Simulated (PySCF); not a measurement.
SiCl3I, SMILES I[Si](Cl)(Cl)Cl. Atoms are numbered in the order given.

```xyz
5

Cl     1.6603    -0.9586     1.4838
Si     0.0000     0.0000     0.7826
Cl    -1.6603    -0.9586     1.4838
Cl     0.0000     1.9171     1.4838
I      0.0000     0.0000    -1.6345
```

The structure is a stationary point at PBE0-D3(BJ)/def2-SVP. The def2 effective core potentials stand for the cores of I; spin–orbit coupling is left out.

Level of theory: M06-2X/def2-TZVP (PySCF).

ESP charges are fitted to the potential on shells at 1.4 to 2.0 van der Waals radii. Atomic charges (e):

```json
[
 {"atom": "Cl1", "Mulliken": "-0.15", "ESP fit": "0.05", "Löwdin": "0.28"},
 {"atom": "Si2", "Mulliken": "0.57", "ESP fit": "-0.21", "Löwdin": "-1.06"},
 {"atom": "Cl3", "Mulliken": "-0.15", "ESP fit": "0.05", "Löwdin": "0.28"},
 {"atom": "Cl4", "Mulliken": "-0.15", "ESP fit": "0.04", "Löwdin": "0.28"},
 {"atom": "I5", "Mulliken": "-0.11", "ESP fit": "0.08", "Löwdin": "0.22"}
]
```

Give the Mayer and Wiberg (Löwdin basis) orders of the bonds. (The exact figures need the calculation; the answer reports its results.)


```json
[
 {"bond": "Cl1–Si2", "Mayer": "1.24", "Wiberg": "1.88"},
 {"bond": "Si2–Cl3", "Mayer": "1.24", "Wiberg": "1.88"},
 {"bond": "Si2–Cl4", "Mayer": "1.24", "Wiberg": "1.88"},
 {"bond": "Si2–I5", "Mayer": "1.18", "Wiberg": "1.72"}
]
```
